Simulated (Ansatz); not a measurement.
Breaking the C2–H3 bond in CH4MgO (SMILES [CH3][Mg][OH]) (multiplicity 1 held, fragments rigid). Energies count from the point at 1.093 Å.
Geometry at that point (charge 0, multiplicity 1):
```xyz
7

Mg     0.01244    -0.08171     0.05864
C     -0.24275     1.59447    -1.14430
H     -1.02670     2.24897    -0.75495
H     -0.52404     1.31512    -2.16281
H      0.67567     2.18361    -1.20717
O      0.22953    -1.50763     1.08197
H      0.34606    -2.27299     1.63125
```

Restricted levels (R-, RO-) in cc, def2 and unpolarised 6-31G sets keep to the state of the molecule at rest. U- levels take the lowest unrestricted solution at each point, which mixes spins at long bonds. Active spaces are followed from a long bond inwards. Curves can end on different states.

Frozen-core correlation.

Run with Ansatz (Gaussian orbitals). Values without a source in brackets are computed.

Energies in kcal/mol.

```tsv
R (Å)	U-HF/def2-SVP	R-CCSD(T)/def2-SVP	SC-NEVPT2 on CASSCF(2,2)/def2-SVP	FIC-MRCISD+Q on CASSCF(2,2)/def2-SVP
0.874	31.2	32.9	33.5	32.8
0.984	6.3	7.1	7.5	7.1
1.093	0.0	0.0	0.0	0.0
1.202	3.8	2.9	2.6	3.0
1.312	12.9	11.1	10.5	11.1
1.475	30.8	27.2	26.3	27.3
1.639	49.9	44.1	42.9	44.0
1.913	71.6	68.3	66.9	68.1
2.186	80.3	85.5	84.2	85.3
2.514	84.1	96.9	96.8	97.8
2.951	85.7	99.9	104.3	105.3
3.497	86.2	93.3	107.2	108.0
```

Doubts at one or more of the structures used: a spin-contaminated determinant (U-HF/def2-SVP); a restricted determinant that unrestricted orbitals would lower (R-CCSD(T)/def2-SVP); other coupled-cluster roots lie near (R-CCSD(T)/def2-SVP); T1 above 0.05 (R-CCSD(T)/def2-SVP).

Ansatz is a first-principles code.
